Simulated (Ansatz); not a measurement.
Start from `Cl[SiH2][GeH2][Cl]` and change one atom or group to get `F[SiH](Cl)[GeH2][Cl]`.

Ansatz, PBE0-D4/def2-TZVP geometries, multiplicity 1. Each molecule was computed in one conformer, which needn't be the lowest.

Scalar relativity is left out up to krypton.

```csv
property,`Cl[SiH2][GeH2][Cl]`
HOMO–LUMO gap (PBE/def2-TZVPP) / eV,5.10
HOMO energy (PBE/def2-TZVPP) / eV,-6.93
LUMO energy (PBE0/def2-TZVPP) / eV,-0.99
size of the dipole moment (PBE/def2-TZVPP) / D,2.26
size of the dipole moment (B3LYP/def2-TZVPP) / D,2.42
HOMO energy (B3LYP/def2-TZVPP) / eV,-7.92
```

(1) What does the change do to each property? (Estimate.)

## Answers

(1) Computed: 
```tsv
property	`F[SiH](Cl)[GeH2][Cl]`	shift
HOMO–LUMO gap (PBE/def2-TZVPP) / eV	5.04	-0.06
HOMO energy (PBE/def2-TZVPP) / eV	-7.06	-0.13
LUMO energy (PBE0/def2-TZVPP) / eV	-1.19	-0.20
size of the dipole moment (PBE/def2-TZVPP) / D	2.44	0.18
size of the dipole moment (B3LYP/def2-TZVPP) / D	2.63	0.21
HOMO energy (B3LYP/def2-TZVPP) / eV	-8.09	-0.17
```

Dipoles are sizes alone; their direction can turn.

B3LYP here is the variant with VWN-RPA as its local correlation; programs differ in this.
